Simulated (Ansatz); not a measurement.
Computed with Ansatz on PBE0-D4/def2-TZVP structures; ΔE is electronic, products minus reactants. CBS: MP2 limit from def2 TZ/QZ plus the TZ coupled-cluster correction, frozen cores. This one scheme is used for every species. DFT in def2-TZVPP. For As outer-core shells are correlated without core-valence functions, which leaves a few kJ/mol of doubt a bond. Scalar relativity is left out up to krypton. Each species was taken in one conformer, which may not be the lowest.

Consider the ligand exchange at the Si–O bond: `C=C[SiH2]O[SiH2]F` + `[AsH3]` → `C=C[SiH2][AsH2]` + `O[SiH2]F`.

| level | ΔE (kJ/mol) | difference from CCSD(T)/CBS |
| --- | --- | --- |
| PBE-D4 | 58.6 | -18.9 |
| ωB97X-V | 80.1 | 2.6 |
| ωB97M-V | 79.8 | 2.3 |
| PBE | 58.0 | -19.5 |
| HF/def2-TZVPP | 103.8 | 26.3 |
| SCS-MP2/def2-TZVPP | 83.5 | 6.0 |
| CCSD/def2-TZVPP | 83.5 | 6.0 |
| CCSD(T)/def2-TZVPP | 79.3 | 1.8 |
| HF/def2-QZVPP | 106.7 | 29.2 |
| SCS-MP2/def2-QZVPP | 83.6 | 6.1 |
| CCSD(T)/CBS | 77.5 | 0 |

Largest T1 diagnostic among the species: 0.012.

In def2-TZVPP, CCSD(T) changes the Hartree–Fock value by −24.5 kJ/mol (the triples alone add −4.2 kJ/mol) and MP2 by −27.8 kJ/mol. From PBE to PBE0 (25 % exact exchange), in def2-TZVPP and without D4, ΔE moves by +6.9 kJ/mol.
